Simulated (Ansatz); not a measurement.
`C[CH](C)[GeH3]` → `C[CH2][GeH3]` + `[CH2]` (triplet) at 500 K and 1 bar (formal loss of a carbene).

Gas-phase electronic energies from Ansatz, PBE0-D4/def2-TZVP geometries. CCSD(T)/CBS adds triple-zeta CCSD(T) − MP2 to the extrapolated MP2 energy (def2 sets, frozen cores). This one scheme is used for every species. Triplets are unrestricted, without spin–orbit coupling. For Ge outer-core shells are correlated without core-valence functions, which leaves a few kJ/mol of doubt a bond. Scalar relativity is left out up to krypton.

| species | CCSD(T)/CBS energy (Eh) | H − E (kJ/mol) | S (J/(mol·K)) |
| --- | --- | --- | --- |
| `C[CH](C)[GeH3]` | -2196.28589 | 354.5 | 410.1 |
| `C[CH2][GeH3]` | -2157.02491 | 271.4 | 367.3 |
| `[CH2]` (triplet) | -39.09499 | 62.7 | 213.9 |

H − E and S are ideal-gas, rigid-rotor, harmonic terms from PBE0-D4/def2-TZVP, with the whole ground term of open shells counted as degenerate. 1 Eh = 2625.50 kJ/mol, R = 8.31446 J/(mol·K).

Task: By hand: ΔE, ΔH, ΔS and ΔG.

Result: ΔE = (-2157.02491) + (-39.09499) − (-2196.28589) = 0.16599 Eh = 435.8 kJ/mol. Δ(H − E) = 271.4 + 62.7 − 354.5 = -20.4, so ΔH = 415.4 kJ/mol. ΔS = 367.3 + 213.9 − 410.1 = 171.1 J/(mol·K). ΔG = 415.4 − 500 × (171.1)/1000 = 329.8 kJ/mol.

Task: By hand: the equilibrium constant, and the temperature at which ΔG would vanish if ΔH and ΔS stayed fixed.

Result: log₁₀ K = −ΔG/(RT ln 10) = -34.5. ΔG = 0 at ΔH/ΔS = 2428 K.

The number of gas molecules changes by +1, which sets the sign of ΔS. A doubt of 5 kJ/mol in ΔE shifts log₁₀ K by 0.5 here. A triplet takes part, so the spin changes. These are equilibria of isolated gas molecules and say nothing of rates. Largest T1 diagnostic: 0.011 (customary marks: 0.02 for closed shells, 0.045 for open ones).
